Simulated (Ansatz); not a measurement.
The cluster Sn2H, relaxed as a doublet with UKS r2SCAN-D4/def2-TZVP in Ansatz, starting from the GFN2-xTB geometry. Force threshold 0.02 eV/Å.

In the def2 sets Sn takes a core potential; there is no spin–orbit coupling. The structure comes from a short search, and lower isomers may exist.

Start:

Cartesian coordinates in Å:
```
Sn -1.3431 0.2911 0.4733
Sn 0.8339 0.4742 -1.0936
H 0.5093 -0.7652 0.6203
```

Question: Estimate the energy that the relaxation releases and the steps that it takes.

Answer: 0.13 eV, in 4 steps; 33 s on 4 threads of Arm Neoverse V1 on a shared host. No frequencies were taken in this run, so the end may be a saddle point.

Question: Does the start keep its bonding?

Answer: By distances, no bond broke or formed. The bond that changes most is Sn2–H3, from 2.14 to 1.97 Å (atoms count from 1).

Question: Predict the relaxed structure.

Answer: 
| atom | x (Å) | y (Å) | z (Å) |
| --- | --- | --- | --- |
| Sn1 | -1.328 | 0.233 | 0.535 |
| Sn2 | 0.893 | 0.419 | -1.063 |
| H3 | 0.435 | -0.653 | 0.529 |
Bond lengths (bridged metal pairs left out): 2 × H–Sn 1.97 Å.
